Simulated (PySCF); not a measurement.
Geometry:
```json
{"atom": "F1", "x (Å)": "-1.131", "y (Å)": "2.599", "z (Å)": "0.715"}
{"atom": "C2", "x (Å)": "-1.137", "y (Å)": "1.327", "z (Å)": "0.360"}
{"atom": "O3", "x (Å)": "-2.321", "y (Å)": "0.751", "z (Å)": "0.155"}
{"atom": "C4", "x (Å)": "-2.076", "y (Å)": "-0.527", "z (Å)": "-0.187"}
{"atom": "C5", "x (Å)": "-0.740", "y (Å)": "-0.781", "z (Å)": "-0.201"}
{"atom": "C6", "x (Å)": "-0.116", "y (Å)": "0.444", "z (Å)": "0.161"}
{"atom": "O7", "x (Å)": "1.229", "y (Å)": "0.761", "z (Å)": "0.308"}
{"atom": "C8", "x (Å)": "2.109", "y (Å)": "-0.168", "z (Å)": "-0.030"}
{"atom": "F9", "x (Å)": "3.331", "y (Å)": "0.319", "z (Å)": "0.118"}
{"atom": "F10", "x (Å)": "2.034", "y (Å)": "-1.283", "z (Å)": "0.717"}
{"atom": "F11", "x (Å)": "1.997", "y (Å)": "-0.583", "z (Å)": "-1.302"}
{"atom": "H12", "x (Å)": "-2.922", "y (Å)": "-1.150", "z (Å)": "-0.394"}
{"atom": "H13", "x (Å)": "-0.262", "y (Å)": "-1.709", "z (Å)": "-0.436"}
```

Level of theory: coordinates at the GFN2-xTB level, PBE0/pcSseg-1 with gauge-including orbitals, in PySCF 2.14.0 with density-fitted response routines (gas phase, single conformer, averaged over atoms made equivalent by symmetry, fast rotation or ring inversion, relativity neglected).

Chemical shifts δ = σref − σ; TMS for $^{13}$C (186.93 ppm), all at this level.

Problem. Do the $^{13}$C shifts follow the atomic charges (in e)? Tabulate both.

Solution. 
```
atoms  hybridisation  δ (ppm)  σ para (ppm)  Hirshfeld    IAO  Mulliken  ESP-fitted
   C2            sp2    155.5          -220      +0.13  +0.42     +0.58       +0.36
   C4            sp2    132.6          -199      +0.01  +0.01     +0.18       -0.05
   C8            sp3    130.1          -180      +0.32  +0.95     +0.95       +0.72
   C6            sp2    122.2          -191      +0.01  +0.07     -0.02       +0.16
   C5            sp2    112.5          -182      -0.10  -0.24     -0.14       -0.43
```

Correlation coefficients of δ with charge over these carbons: Hirshfeld +0.48, IAO +0.47, Mulliken +0.59, ESP-fitted +0.54; with the paramagnetic shielding -0.88. Among the 4 sp2 carbons alone: Hirshfeld +0.96, IAO +0.94, Mulliken +1.00, ESP-fitted +0.82. With so few points, grouped by hybridisation, these coefficients are fragile. Charge is one influence among several: hybridisation and low-lying excitations act through the paramagnetic term.

Shifts are as computed. Against solution values, carbons near 30 ppm lie about +3 ppm off and those near 130 ppm about +5 ppm (rms about the fit 2.1 ppm; single classes can miss by 10 ppm). Of 1328 compounds with measured shifts, 309 miss one by over three times the rms of a fit or turn the order of signals round; such compounds aren't used in these exercises. Signals without a measured value on file couldn't be tested in this way; 1H shifts scatter by 0.2 ppm about their fit, and single ones miss by 0.5 ppm.
